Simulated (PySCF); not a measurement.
Species: C10H8Cl2.
SMILES with atom numbers: `[Cl:1][CH:2]([Cl:3])[C:4]1=[CH:5][CH2:6][c:7]2[cH:8][cH:9][cH:10][cH:11][c:12]21`

NICS = −σ at a ghost point: NICS(0) at the centroid of the ring atoms, NICS(1) 1 Å to either side along the normal of their mean plane, zz for the tensor component along that normal. Level: GIAO PBE0/pcSseg-1 (PySCF, non-relativistic, gas phase) on the PBE0-D3(BJ)/def2-SVP geometry, one conformer.

Rings: 1. C4–C5–C6–C7–C12; 2. C7–C8–C9–C10–C11–C12.

```csv
set,NICS(0),"NICS(1), two faces","NICS(1)zz, two faces"
P,-8.8,-11.3 / -11.3,-28.0 / -28.0
Q,-1.6,-4.4 / -4.4,-5.5 / -5.5
```

Question: Which set (ppm) belongs to which ring?

Answer: P = 2, Q = 1.
- 1 (5-membered carbocycle; formal bonds 1 aromatic, 1 double, 3 single): mean NICS(1)zz -5.5 ppm, shielded. C6 has four or more neighbours; no verdict on aromaticity is drawn.
- 2 (6-membered carbocycle; formal bonds all aromatic): mean NICS(1)zz -28.0 ppm, shielded, aromatic by this magnetic criterion (flat ring, no four-coordinate atom), though in fused rings the probe also feels the neighbouring ring.

Question: How do the rings differ in shape?

Answer: 
```
ring                          bond lengths (Å)  rms pucker (Å)  HOMA  nearest outside atom to a NICS(1) probe (Å)
   1         1.351, 1.498, 1.502, 1.408, 1.468            0.00     –                                hydrogen 1.94
   2  1.389, 1.397, 1.398, 1.394, 1.395, 1.408            0.00  0.97                                hydrogen 2.67
```

HOMA = 1 − mean of α(R − Ropt)² over the ring bonds, with Krygowski's 1993 parameters (CC: Ropt 1.388 Å, α 257.7 Å⁻²). A dash marks a ring with a four-coordinate atom, a triple bond, no multiple bond or a kind of bond without parameters.

The values belong to the conformer `[Cl:1][CH:2]([Cl:3])[C:4]1=[CH:5][CH2:6][c:7]2[cH:8][cH:9][cH:10][cH:11][c:12]21`: Cl1–C2–C4–C5 118°.
